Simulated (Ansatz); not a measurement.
Total energies of SiHCl3 from Ansatz at PBE0-D4/def2-TZVP, gas phase (1 Eh = 27.2114 eV = 2625.5 kJ/mol). The reference geometry is relaxed at r2SCAN-D4/def2-SVP.

| state | geometry | energy (Eh) |
| --- | --- | --- |
| charge 0 singlet | reference | -1670.33371 |
| charge 1 doublet | reference | -1669.91219 |
| charge 1 doublet | relaxed at r2SCAN-D4/def2-SVP | -1669.91402 |
| free Si atom (triplet) | – | -289.24943 |
| free H atom (doublet) | – | -0.50104 |
| free Cl atom (doublet) | – | -459.99739 |

(1) Work out the vertical ionisation energy to the doublet.

(2) How much does the charge 1 doublet relax, and what is the adiabatic ionisation energy?

(3) What is the binding energy per atom against free atoms?

(1) E(charge 1 doublet) − E(charge 0 singlet) = -1669.91219 − (-1670.33371) = 0.42152 Eh = 11.47 eV. For comparison, −ε of the highest occupied level is 9.39 eV at this level, 2.08 eV less.

(2) Relaxation: -1669.91219 − (-1669.91402) = 0.00183 Eh = 0.05 eV. Adiabatic ionisation energy: 0.41969 Eh = 11.42 eV, without zero-point energy. 

(3) Atoms: 1 × (-289.24943) + 1 × (-0.50104) + 3 × (-459.99739) = -1669.74264 Eh. Binding: -1669.74264 − (-1670.33371) = 0.59107 Eh = 16.08 eV, or 3.22 eV for each of 5 atoms (no zero-point energy, no counterpoise term).
